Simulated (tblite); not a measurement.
What does the GFN2-xTB structure of InChI=1S/C3H4F3NO/c1-7-2-8-3(4,5)6/h1-2H2 look like in three dimensions?

```xyz
12
C3H4F3NO angstrom
C      1.803    0.331    0.687
N      1.331   -0.796    0.412
C      0.232   -1.024   -0.428
O     -0.455    0.150   -0.958
C     -1.469    0.594   -0.250
F     -1.978    1.680   -0.821
F     -1.159    0.931    1.018
F     -2.474   -0.296   -0.132
H      2.658    0.365    1.343
H      1.416    1.281    0.317
H     -0.486   -1.658    0.104
H      0.582   -1.558   -1.317
```

Any rigid rotation of these coordinates is as good. Atoms count from 1 in this order. The 3 C–F bonds span 1.328 Å (C5–F6, drawn single) to 1.348 Å (C5–F8, drawn single), a spread of 0.020 Å. Of the pairs four or more bonds apart, F8···H11 is among the closest relative to their van der Waals radii: 2.42 Å, 91 % of the sum of Bondi's values. The C–O distances run from 1.314 Å (O4–C5, drawn single) to 1.460 Å (C3–O4, drawn single), a spread of 0.146 Å. O4 (ether oxygen) is bent (angle 116.1°).

Bonds between heavy atoms (Å): C1=N2 1.252, N2–C3 1.402, C3–O4 1.460, O4–C5 1.314, C5–F6 1.328, C5–F7 1.347, C5–F8 1.348.

Structure optimised with GFN2-xTB, isolated species.

Point group: C1 (no symmetry element, even within 0.4 Å). Its GFN2-xTB frequencies are all real (lowest 45 cm⁻¹). The numbers are those of one conformer (C1–N2–C3–O4 -4°, N2–C3–O4–C5 -92°). 3 starts were optimised and ended at 0.00, 0.80 and 0.80 kcal/mol (GFN2-xTB); the lowest of these is shown.

All values are computed, not measured.
